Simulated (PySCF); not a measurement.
Work out the structure from these simulated measurements.

Formula: C3H9FSi2.

| Quantity | Value |
| --- | --- |
| 13C NMR | chemical shifts (computed TMS as zero) by class: 182.7 (1 C), 113.1 (1 C), -6.1 (1 C) ppm [GIAO PBE0/pcSseg-1] |
| Dipole | 2.05 D [PBE0/def2-SVPD] |
| Rotational structure | rotational constants A, B, C: 2.612, 1.598, 1.106 GHz [GFN2-xTB] |
| 1H NMR | chemical shifts (computed TMS as zero) by class: 5.72 (1 H), 5.00 (1 H), 4.65 (1 H), 3.48 (3 H), 0.32 (3 H) ppm [GIAO PBE0/pcSseg-1] |
| NMR, other nuclei | isotropic shieldings of nuclei other than C and H, by class: 258 (1 F), 406 (1 Si), 467 (1 Si) ppm [GIAO PBE0/pcSseg-1] |
| Triplet | lowest triplet excitation (Tamm–Dancoff): 4.19 eV [TDA PBE0/def2-SVPD] |

Gas-phase values; electronic properties from PySCF, density fitting. Levels stand in brackets. One conformer (not necessarily the lowest) at the GFN2-xTB geometry, without solvent, vibrations or thermal averaging. NMR values are class means; diastereotopic atoms form classes of their own.

Problem. What is the compound? Reason from the data.

Solution. Numbering: `[CH2:1]=[C:2]([F:3])[Si@H:4]([CH3:5])[SiH3:6]`. Its formula, C3H9FSi2, gives 1 degree of unsaturation: 0 rings and 1 π bond in the structure found. 3 carbons fall into 3 classes; from least to most shielded: vinylic C–F carbon [C2] (182.7 ppm), terminal =CH2 carbon [C1] (113.1 ppm), Si-methyl carbon [C5] (-6.1 ppm). Hydrogen classes from least to most shielded: 1 H on a terminal =CH2 carbon, C1 (5.72 ppm), 1 H on a terminal =CH2 carbon, C1 (5.00 ppm), 1 H on an SiH silicon, Si4 (4.65 ppm), 3 H on an SiH3 silicon, Si6 (3.48 ppm), 3 H on an Si-methyl carbon, C5 (0.32 ppm). The other shieldings belong to: 258 ppm, vinyl fluorine [F3]; 406 ppm, SiH silicon [Si4]; 467 ppm, SiH3 silicon [Si6]. The optimised geometry has point group C1 and is an asymmetric top. Structure: `[SiH3][Si@H](C(=C)F)C`. Computed isomers that give other values at the same levels: `C=C(CF)[SiH2][SiH3]` (rotational constant A: 2.836 GHz; this holds for the one conformer computed); `FC[SiH]1C[SiH2]C1` (rotational constant A: 4.896 GHz; this holds for the one conformer computed); `FC/C([SiH3])=C\[SiH3]` (13C chemical shifts (computed TMS as zero) by class: 174.7 (1 C), 136.8 (1 C), 89.7 (1 C) ppm). The assignments are read from this structure; whether some other isomer fits the data as well wasn't checked. The mirror image fits equally.

Conformer computed: `[CH2:1]=[C:2]([F:3])[Si@H:4]([CH3:5])[SiH3:6]`: C1–C2–Si4–C5 -4°.
